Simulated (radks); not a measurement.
Species: neutral scandium. Configuration: [Ar] 3d0.5 4s2 4p0.5 (fractional occupations, a model configuration). All-electron calculation, Dirac Kohn-Sham, PBE, spin-unpolarised, spherical densities, point nucleus; open shells fill j = l - 1/2 first. Program: a radial shooting solver on a logarithmic mesh with Libxc functionals. Some entries of the table are withheld. Estimate them.

orbital,occ.,eigenvalue (eV),r(max) (bohr),<1/r> (bohr^-1)
1s1/2,2,-4399.476,0.04780,20.77
2s1/2,2,(1),0.2836,4.306
2p1/2,2,(2),0.2310,(3)
2p3/2,4,(4),0.2331,(5)
3s1/2,2,-57.9083,0.9249,1.313
3p1/2,2,-36.7172,0.9606,1.190
3p3/2,4,-36.1976,0.9668,1.181
3d3/2,0.5,-5.4169,(6),0.8202
3d5/2,0,-5.3818,(7),0.8180
4s1/2,2,-5.0102,3.003,0.3667
4p1/2,0.5,(8),3.769,0.2770
4p3/2,0,(9),3.790,0.2752

Answer. 
(1) 2s1/2 eigenvalue (eV): -477.5310
(2) 2p1/2 eigenvalue (eV): -394.5200
(3) 2p1/2 <1/r> (bohr^-1): 4.234
(4) 2p3/2 eigenvalue (eV): -389.8806
(5) 2p3/2 <1/r> (bohr^-1): 4.185
(6) 3d3/2 r(max) (bohr): 1.065
(7) 3d5/2 r(max) (bohr): 1.067
(8) 4p1/2 eigenvalue (eV): -2.0144
(9) 4p3/2 eigenvalue (eV): -1.9865
